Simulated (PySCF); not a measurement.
Correlation energy of Br²⁺ (bromine, charge +2)

[Ar] 3d10 4s2 4p3, high-spin 4S determinant. All numbers are calculated (PySCF 2.14, the spin-free X2C one-electron Hamiltonian (Gaussian nucleus), in x2c-SVPall). Frozen: [Ar] 3d10; 5 electrons correlated.

MP2 pair energies summed by pair of shells (mhartree):

| pair | energy | share (%) |
| --- | --- | --- |
| 4s-4p | -40.24 | 65.5 |
| 4p-4p | -14.74 | 24.0 |
| 4s-4s | -6.47 | 10.5 |

Total MP2 correlation energy: -61.45 mhartree.

Same-spin part -16.36 and opposite-spin part -45.09 mhartree; SCS-MP2 scales them by 1/3 and 6/5 to -59.56 mhartree.

```
  level  correlation energy (mhartree)
   CCSD                         -76.65
    (T)                          -0.77
CCSD(T)                         -77.42
```

Diagnostics: T1 = 0.00089, D1 = 0.0022, largest double amplitude 0.058.

Cost of the coupled-cluster step: 0.07 s of wall time on 1 thread of Intel(R) Xeon(R) 6975P-C (shared host), for 5 correlated electrons.
